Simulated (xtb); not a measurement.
xtb input (GFN2-xTB):

```bash
xtb mol.xyz --gfn 2 --sp --chrg 0 --uhf 0
```
mol.xyz:
```
4

F     -0.30715198     2.25654453    -0.01728395
Ga    -0.07144937     0.52491504    -0.00402057
Br    -1.91539544    -0.79273893     0.03651502
Br     2.05766111    -0.25244013    -0.02850950
```

End of the output:

```
         :::::::::::::::::::::::::::::::::::::::::::::::::::::
         ::                     SUMMARY                     ::
         :::::::::::::::::::::::::::::::::::::::::::::::::::::
         :: total energy             -14.280839001374 Eh    ::
         :: gradient norm              0.003506778685 Eh/a0 ::
         :: HOMO-LUMO gap              3.616338521527 eV    ::
         ::.................................................::
         :: SCC energy               -14.294990547633 Eh    ::
         :: -> isotropic ES            0.032692121737 Eh    ::
         :: -> anisotropic ES          0.000349398955 Eh    ::
         :: -> anisotropic XC         -0.019600879301 Eh    ::
         :: -> dispersion             -0.003212969350 Eh    ::
         :: repulsion energy           0.014151546259 Eh    ::
         :: add. restraining           0.000000000000 Eh    ::
         :: total charge              -0.000000000000 e     ::
         :::::::::::::::::::::::::::::::::::::::::::::::::::::

           -------------------------------------------------
          |                Property Printout                |
           -------------------------------------------------

    * Orbital Energies and Occupations

         #    Occupation            Energy/Eh            Energy/eV
      -------------------------------------------------------------
         1        2.0000           -0.8890982             -24.1936
         2        2.0000           -0.8856214             -24.0990
         3        2.0000           -0.8418144             -22.9069
         4        2.0000           -0.6167486             -16.7826
         5        2.0000           -0.5349797             -14.5575
         6        2.0000           -0.5330997             -14.5064
         7        2.0000           -0.5262298             -14.3194
         8        2.0000           -0.5004561             -13.6181
         9        2.0000           -0.4895876             -13.3224
        10        2.0000           -0.4895762             -13.3220
        11        2.0000           -0.4881888             -13.2843
Note: The following floating-point exceptions are signalling: IEEE_DENORMAL
normal termination of xtb
        12        2.0000           -0.4810168             -13.0891 (HOMO)
        13                         -0.3481188              -9.4728 (LUMO)
        14                         -0.1839009              -5.0042
        15                         -0.0776046              -2.1117
        16                         -0.0695347              -1.8921
        17                         -0.0392035              -1.0668
        18                         -0.0338039              -0.9199
        19                         -0.0298136              -0.8113
        20                         -0.0194090              -0.5281
        21                         -0.0177755              -0.4837
        22                         -0.0169772              -0.4620
        23                          0.0060235               0.1639
       ...                                ...                  ...
        31                          2.6114536              71.0613
      -------------------------------------------------------------
                  HL-Gap            0.1328980 Eh            3.6163 eV
             Fermi-level           -0.4145678 Eh          -11.2810 eV

     #   Z          covCN         q      C6AA      α(0)
     1   9 F        0.693    -0.225    11.513     4.006
     2  31 Ga       2.328     0.174   214.324    32.831
     3  35 Br       0.818     0.026   183.995    21.870
     4  35 Br       0.818     0.026   183.995    21.870

 Mol. C6AA /au·bohr⁶  :       1986.365259
 Mol. C8AA /au·bohr⁸  :     144731.886162
 Mol. α(0) /au        :         80.576374

Wiberg/Mayer (AO) data.
largest (>0.10) Wiberg bond orders for each atom

 ---------------------------------------------------------------------------
     #   Z sym  total        # sym  WBO       # sym  WBO       # sym  WBO
 ---------------------------------------------------------------------------
     1   9 F    1.341 --     2 Ga   1.149
     2  31 Ga   3.651 --     4 Br   1.251     3 Br   1.251     1 F    1.149
     3  35 Br   1.560 --     2 Ga   1.251     4 Br   0.213
     4  35 Br   1.560 --     2 Ga   1.251     3 Br   0.213
 ---------------------------------------------------------------------------

Topologies differ in total number of bonds
Writing topology from bond orders to xtbtopo.mol

molecular dipole:
                 x           y           z       tot (Debye)
 q only:        0.114      -0.839       0.006
   full:       -0.037       0.270      -0.002       0.692
molecular quadrupole (traceless):
                xx          xy          yy          xz          yz          zz
 q only:        2.585       0.939      -4.189      -0.024       0.042       1.604
  q+dip:       -8.557      -1.108      -0.550       0.277       0.110       9.107
   full:      -10.169      -1.122      -2.061       0.348       0.156      12.230

           -------------------------------------------------
          | TOTAL ENERGY              -14.280839001374 Eh   |
          | GRADIENT NORM               0.003506778685 Eh/α |
          | HOMO-LUMO GAP               3.616338521527 eV   |
           -------------------------------------------------

------------------------------------------------------------------------
------------------------------------------------------------------------
 total:
 SCF:
```
